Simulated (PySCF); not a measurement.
C2H4F2OSi. Atoms are numbered in the order given.

```xyz
10

F      0.2049    -1.4327    -1.0824
C      0.0347    -0.6353     0.0000
F      0.2049    -1.4327     1.0824
O     -1.2420    -0.0925     0.0000
C     -1.0386     1.3497     0.0000
Si     0.8610     1.1161     0.0000
H     -1.4937     1.8001    -0.8963
H     -1.4937     1.8001     0.8963
H      1.6018     1.5084    -1.2278
H      1.6018     1.5084     1.2278
```

Coordinates come from a B3LYP-D3(BJ)/def2-SVP optimisation. The structure was generated by enumeration, and PubChem lists no compound with its InChIKey, so it may never have been made.

Calculation: B3LYP/pcSseg-1 in PySCF.

GIAO shieldings, no solvent; atoms alike by connectivity are averaged. δ = σ(ref) − σ: ¹⁹F against CFCl3 (σ = 161.7 ppm); ¹³C against TMS (σ = 181.3 ppm); ¹⁷O against H2O (σ = 333.8 ppm); ²⁹Si against TMS (σ = 338.7 ppm); ¹H against TMS (σ = 31.68 ppm), references at their B3LYP-D3(BJ)/def2-TZVP geometries, non-relativistic.

```tsv
nucleus	atoms	count	δ (ppm)
¹⁹F	F1, F3	2	-72.8
¹³C	C2	1	140.7
¹³C	C5	1	57.3
¹⁷O	O4	1	174.8
²⁹Si	Si6	1	-6.0
¹H	H9, H10	2	5.41
¹H	H7, H8	2	4.40
```
